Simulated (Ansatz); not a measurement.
The lowest singlet and triplet of F2Ge (SMILES [F][Ge][F]); geometries from B3LYP-D3(BJ)/def2-TZVP, each state relaxed from the structure named, with no frequency check.
Singlet at the triplet's geometry (charge 0, multiplicity 1):
```xyz
3

F     -1.474    -0.611     0.000
Ge     0.000     0.343     0.000
F      1.475    -0.608     0.000
```

A positive gap puts the triplet lower; no zero-point energy. U- takes an unrestricted singlet (broken symmetry where lower, unprojected). The triplet is unrestricted in single-reference levels.

Cores are frozen in the correlated methods. Filled d and f shells under p-block atoms count as core.

Run with Ansatz (Gaussian orbitals). Each number belongs to the level named beside it.

### Question
Predict the gap E(singlet) − E(triplet), vertical, at the triplet's geometry from U-CCSD(T)/cc-pVTZ.

### Answer
-3.24 eV

### Question
Estimate the gap E(singlet) − E(triplet), vertical, at the triplet's geometry that U-B2PLYP/def2-TZVPP returns for this input.

### Answer
-3.39 eV

### Question
Estimate the gap E(singlet) − E(triplet), vertical, at the triplet's geometry that U-r2SCAN/def2-TZVPP returns for this input.

### Answer
-3.13 eV

Ansatz is a quantum-chemistry and plane-wave program.
